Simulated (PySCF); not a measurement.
Species: C8H6.
Bonds: C1–C2 (triple), C2–C3, C3–C4 (double), C4–C5 (double), C5–C6, C3–C7, C7–C8 (triple). Hydrogens: H9 on C1; H10 on C5; H11, H12, H13 on C6; H14 on C8.

The closed-shell SCF was solved with PySCF and density fitting under several settings on one GFN2-xTB geometry (grid level 2 and gas phase unless stated).

```
      settings  basis functions  SCF cycles     E (Eh)  HOMO (eV)  LUMO (eV)  dipole (D)
 PBE0/pcSseg-1              166          14  -307.8358      -6.83      -1.22        1.60
PBE0/def2-SVPD              208          14  -307.6583      -6.83      -1.24        1.59
```

Question: Estimate the rows for these settings: (1) PBE0/pcseg-1, level shift 0.2 Eh; (2) wB97X-D/MINI; (3) KT3/pcSseg-1, grid level 3.

Answer: 
```csv
settings,basis functions,SCF cycles,E (Eh),HOMO (eV),LUMO (eV),dipole (D)
"PBE0/pcseg-1, level shift 0.2 Eh",142,11,-307.8066,-6.86,-1.25,1.61
wB97X-D/MINI,46,13,-305.5744,-11.09,-1.76,1.63
"KT3/pcSseg-1, grid level 3",166,16,-313.3429,-5.79,-2.04,1.49
```

Question: Over all rows, what range does the HOMO–LUMO gap span?

Answer: From 3.75 eV (KT3/pcSseg-1, grid level 3) to 9.33 eV (wB97X-D/MINI). The functional of the narrowest has no exact exchange, that of the widest range-separated exact exchange.

Question: And the dipole moment?

Answer: From 1.49 D (KT3/pcSseg-1, grid level 3) to 1.63 D (wB97X-D/MINI); the largest is 1.09 times the smallest, and the median is 1.60 D.

Question: Compare two rows with the functional PBE0: PBE0/pcSseg-1 and PBE0/def2-SVPD. Which energy is lower, and by how much?

Answer: PBE0/pcSseg-1 (166 functions) lies 0.1775 Eh or 111 kcal/mol below PBE0/def2-SVPD (208 functions). The smaller set gives the lower energy; the two sets aren't nested, so the variational bound doesn't order them by size.

Whole jobs, the steps after the SCF included, on one thread, Arm Neoverse V2 (aarch64), no GPU, shared host:

```tsv
settings	work after the SCF	wall time	peak memory
PBE0/pcSseg-1	shieldings, charges and field gradients, density and orbital grids written	25 s	0.74 GiB
PBE0/def2-SVPD	6 singlets by full TDDFT, 2 Tamm–Dancoff triplets, polarisability, density and orbital grids written	37 s	0.85 GiB
PBE0/pcseg-1, level shift 0.2 Eh	shieldings	15 s	0.71 GiB
wB97X-D/MINI	spin–spin couplings from 14 perturbed nuclei, spin–dipole term left out	5.8 s	0.43 GiB
KT3/pcSseg-1, grid level 3	shieldings	27 s	0.63 GiB
```

wB97X-D ran without the empirical dispersion term, which would shift the total energy alone. Cycle counts include a coarse-grid stage where the run had one. KT3 was designed for NMR shieldings or shifts; total energies of different functionals aren't comparable.
